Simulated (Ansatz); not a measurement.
# Appearance energy of a fragment ion: SiH(CH3)2(SiH3) → [SiH3]+ + SiH(CH3)2 + e⁻

Gas-phase species: SiH(CH3)2(SiH3), singlet; [SiH3]+ `[SiH3+]`, singlet; SiH(CH3)2, doublet. 

Shapes, held fixed at every level: PBE0-D4/def2-TZVP. Programs: Ansatz 0.2.0. Electronic energies: no zero-point or thermal term.

Q: Estimate ΔE of this reaction.

A: The highest level, CCSD(T)/CBS estimate, gives ΔE = +11.59 eV; the levels span +10.05 to +11.96. The column of differences is taken from that level and isn't an error. No measured value is set beside it here. Open shells run unrestricted. The CBS estimate extrapolates MP2 from def2-TZVPP and def2-QZVPP and adds CCSD(T) − MP2 in the triple-zeta set, cores frozen. The onset seen in experiment also holds zero-point changes and kinetic shifts.

```
               level                   kind  ΔE (eV)  less CCSD(T)/CBS estimate
       HF/def2-TZVPP           Hartree–Fock   +10.05                      -1.54
    SPW92/def2-TZVPP                    LDA   +11.96                      +0.37
r2SCAN-D4/def2-TZVPP               meta-GGA   +11.55                      -0.04
 B3LYP-D4/def2-TZVPP          global hybrid   +11.51                      -0.08
 BHLYP-D4/def2-TZVPP          global hybrid   +11.39                      -0.20
   B2PLYP/def2-TZVPP          double hybrid   +11.31                      -0.28
     CCSD/def2-TZVPP  coupled cluster or CI   +11.32                      -0.27
CCSD(T)/CBS estimate  coupled cluster or CI   +11.59                       0.00
```
